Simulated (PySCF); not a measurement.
# From computed data to an observable: oscillator strength and radiative lifetime

BClI2, SMILES B(I)(I)Cl.

The structure is a stationary point at r2SCAN-D4/def2-SVP. The def2 effective core potentials stand for the cores of I; spin–orbit coupling is left out.

TDDFT-PBE0/def2-SVPD in PySCF puts the first singlet state with f over 0.02 at 4.72 eV (vertical), with the transition dipole (0.000, -1.069, 0.000) in atomic units.

**Question.** Find the oscillator strength, the wavelength and the radiative lifetime that this transition would have in vacuum if emission retraced absorption.

**Answer.** 
|μ|² = 1.1428 au, so |μ| = 2.72 D. ΔE = 4.72/27.211 = 0.1735 hartree. f = (2/3) ΔE |μ|² = 0.132 (the program prints 0.132).
λ = 1239.84/4.72 = 263 nm; ν = 38069 cm⁻¹.
Einstein's coefficient A = 0.6670 ν² f s⁻¹ (ν in cm⁻¹) = 1.3e8 s⁻¹, so τ = 1/A = 7.8 ns. This state is S3; the lower singlets have f = 0.000, 0.000. The figure is the radiative limit of this one transition; relaxation, internal conversion, crossing to triplets and a medium change what is measured.
